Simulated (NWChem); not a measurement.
Species: BSiH₅O₃; SMILES OB(O)O[SiH3]

```xyz
10

B      0.1101     0.9778    -0.0769
O      0.8428     2.0734    -0.4279
H      0.4514     2.9171    -0.1931
O     -1.1011     1.0175     0.5666
H     -1.4402     1.8907     0.7743
O      0.6218    -0.2429    -0.3894
Si     0.0066    -1.7704    -0.1148
H     -1.3048    -1.9498    -0.8051
H     -0.1613    -2.0233     1.3469
H      0.9941    -2.7356    -0.6724
```
Atoms are numbered in this order, from 1.

Structure relaxed at the PBE0/def2-SVP level. B3LYP is NWChem's, with the RPA form of VWN correlation.

Question: Give the principal values of the shielding tensors (ppm) of B1, O2, O4, O6, Si7 from B3LYP/6-311G** (spherical d), GIAO (NWChem), with their diamagnetic and paramagnetic parts as GIAO splits them.

Answer: 
```
atom    σ11    σ22    σ33  isotropic  diamagnetic  paramagnetic
----  -----  -----  -----  ---------  -----------  ------------
B1     80.6   87.4   89.0       85.6        202.7        -117.0
O2    180.7  265.1  296.1      247.3        383.4        -136.1
O4    192.9  254.4  300.0      249.1        382.0        -132.9
O6    191.5  300.7  335.0      275.7        390.4        -114.7
Si7   338.4  350.1  455.3      381.3        879.3        -498.0
```
